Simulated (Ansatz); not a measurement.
The same substitution along the group B, Al, In.

Program: Ansatz. Geometries: PBE0-D4/def2-TZVP. ΔE: electronic, gas phase. CCSD(T)/CBS is the MP2 limit (def2-TZVPP, def2-QZVPP) plus CCSD(T) − MP2 in def2-TZVPP, frozen cores. Elements past krypton have def2 core potentials. For I, In outer-core shells are correlated without core-valence functions, which leaves a few kJ/mol of doubt a bond. One conformer a species, not always the lowest.

| reaction | CCSD(T)/def2-SVP (kJ/mol) | CCSD(T)/CBS(def2) (kJ/mol) |
| --- | --- | --- |
| `FCBI` + `OCF` → `FCOCF` + `BI` | 25 | 44 |
| `F[CH2][AlH][I]` + `OCF` → `FCOCF` + `[AlH2][I]` | -9 | 18 |
| `F[CH2][InH][I]` + `OCF` → `FCOCF` + `[InH2][I]` | -19 | 10 |

Largest T1 diagnostic: 0.012, for `BI`.
